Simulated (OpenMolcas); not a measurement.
# Levels of Zn by method

| Quantity | Value |
| --- | --- |
| Program | OpenMolcas 26.06 |
| Basis | ANO-RCC-VQZP [7s6p4d3f2g1h] |
| Scalar Hamiltonian | DKH2, point nucleus |
| Active space | 2 electrons in 8 orbitals (4s 4p 5s 5p) |
| State averaging | 2S+1 = 3 even, 3 roots; 2S+1 = 1 even, 1 root; 2S+1 = 3 odd, 3 roots; 2S+1 = 1 odd, 3 roots |
| Spin-orbit coupling | state interaction with AMFI integrals over the reference wave functions, term energies averaged over their components |

Methods on the same reference wave functions:
A. CASSCF
B. SS-CASPT2, IPEA 0.25 Eh, imaginary shift 0.1 Eh (closed shells correlated: 3d)

Energies in cm⁻¹ above 4s² ¹S₀, the measured ground level; measured values from NIST Handbook of Basic Atomic Spectroscopic Data.

| Level | A | B | Measured |
| --- | --- | --- | --- |
| 4s² ¹S₀ | 0.0 | 0.0 | 0.0 |
| 4s 4p ³P°₀ | 29248 | 31849 | 32311 |
| 4s 4p ³P°₁ | 29404 | 32005 | 32501 |
| 4s 4p ³P°₂ | 29719 | 32320 | 32890 |
| 4s 4p ¹P°₁ | 49123 | 48411 | 46745 |

Deviations, from unrounded energies. A percentage is the sum of absolute deviations over the sum of measured energies, with the sign that they share, or ± where signs differ.

```json
{"Against measurement": "mean absolute deviation (cm-1)", "Levels": "4", "A": "2900", "B": "800"}
{"Against measurement": "other configurations (%)", "Levels": "4", "A": "±8.1", "B": "±2.2"}
```

B lies closest to measurement on these levels. The largest miss of B in the table is 4s 4p ¹P°₁, by +1700 cm-1. The ranking rests on the paired levels alone, and a cruder setting can come out closer through cancelling errors.

The lowest spin-free term lies below A's lowest term by 0.531 hartree in B.

Active for correlation alone: 5p 5s; no level in the range computed is led by a configuration that fills them, so any true level of that kind is missing. Without dynamic correlation excited terms often stand tens of per cent too high (terms of higher spin than the ground term too low), and those without a measured partner can miss by more than the paired ones (holds for A). Measured partners are found by configuration, term and J. A level has none where our copy of the source lacks it or the pairing is in doubt (some pairs that miss far off the trend of their configuration count as doubtful), and it then counts in no deviation. Levels of configurations outside the active space are missing. The table leaves out levels that lie high or whose names do not pair safely across all columns.

° marks odd parity.
